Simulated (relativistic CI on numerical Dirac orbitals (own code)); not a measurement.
Pt LIX: q coefficients and field-shift factors

Computed by Dirac-Coulomb-Breit CI, orbitals from a KLI potential per configuration, derivatives by finite differences, unscaled Slater integrals, QED left out (own radial code, finite nucleus).

CI space (outside the closed core [Ne]): 3s2 3p6 3d2, 3s2 3p5 3d3, 3s 3p6 3d3, 3s2 3p6 3d 4s, 3s2 3p6 3d 4p, 3s2 3p6 4s2. Double excitations out of closed p, d and f shells are left out; levels of such configurations are missing from the list, as are those of other unlisted configurations, and high levels can miss mixing partners.

With x = (α/α₀)² − 1 an excitation energy changes as ω = ω₀ + qx; K = 2q/ω₀ is the relative enhancement. Terms are leading LS components, so labels can repeat. The field-shift factor is F = δν/δ⟨r²⟩ for the transition from the lowest level.

Lowest level 3s2 3p6 3d2 3F_2.

| Level | ω₀ (cm⁻¹) | q (cm⁻¹) | F (GHz/fm²) |
| --- | --- | --- | --- |
| 3s2 3p6 3d2 3P_0 | 211622 | 24280 | 1.26 |
| 3s2 3p6 3d2 3F_3 | 749897 | 794400 | 24.5 |
| 3s2 3p6 3d2 3P_2 | 842364 | 795100 | 23.4 |
| 3s2 3p6 3d2 1G_4 | 871527 | 795300 | 25.1 |
| 3s2 3p6 3d2 3P_1 | 886742 | 807800 | 23.3 |
| 3s2 3p6 3d2 3F_4 | 1571476 | 1.583e+06 | 48.7 |
| 3s2 3p6 3d2 1D_2 | 1646846 | 1.599e+06 | 47.9 |
| 3s2 3p6 3d2 1S_0 | 1867130 | 1.596e+06 | 50.8 |
| 3s2 3p5 3d3 3D°_2 | 2365901 | 174300 | 30.7 |
| 3s2 3p5 3d3 5D°_1 | 2413038 | 201900 | 31.3 |
| 3s2 3p5 3d3 5D°_0 | 2446619 | 186400 | 31.3 |
| 3s2 3p5 3d3 3F°_3 | 2458335 | 167200 | 31 |
| 3s2 3p5 3d3 5F°_3 | 3034615 | 954400 | 54.4 |

At this charge energies of transitions that change n are usually good to better than 1 %, and those within a shell (Δn = 0) to a few per cent.

(1) Which transition from the lowest level has the largest |K|?

## Answers

(1) 3s2 3p6 3d2 3F_3 at 749897 cm⁻¹, K = 2.12.
